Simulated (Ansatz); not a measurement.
```yaml
atoms:
  - { symbol: H, position_ang: [2.2500, 0.0000, 0.0000] }
  - { symbol: H, position_ang: [2.0272, 0.9762, 0.0000] }
  - { symbol: H, position_ang: [1.4028, 1.7591, 0.0000] }
  - { symbol: H, position_ang: [0.5007, 2.1936, 0.0000] }
  - { symbol: H, position_ang: [-0.5007, 2.1936, 0.0000] }
  - { symbol: H, position_ang: [-1.4028, 1.7591, 0.0000] }
  - { symbol: H, position_ang: [-2.0272, 0.9762, 0.0000] }
  - { symbol: H, position_ang: [-2.2500, 0.0000, 0.0000] }
  - { symbol: H, position_ang: [-2.0272, -0.9762, 0.0000] }
  - { symbol: H, position_ang: [-1.4028, -1.7591, 0.0000] }
  - { symbol: H, position_ang: [-0.5007, -2.1936, 0.0000] }
  - { symbol: H, position_ang: [0.5007, -2.1936, 0.0000] }
  - { symbol: H, position_ang: [1.4028, -1.7591, 0.0000] }
  - { symbol: H, position_ang: [2.0272, -0.9762, 0.0000] }
```

RHF on singlet H₁₄ was run in several spherical basis sets with Ansatz (development build ahead of 0.2.0). Caution for RHF: stretched shape with no unrestricted run beside it, a lower state can exist.

(1) Rank the basis sets by the total energy that they give, lowest first, with the distance from the lowest.
A. 6-31++G(d,p)
B. cc-pVDZ
C. def2-SVP

Answers

(1) A (0.00 eV), C (0.07 eV), B (0.09 eV).
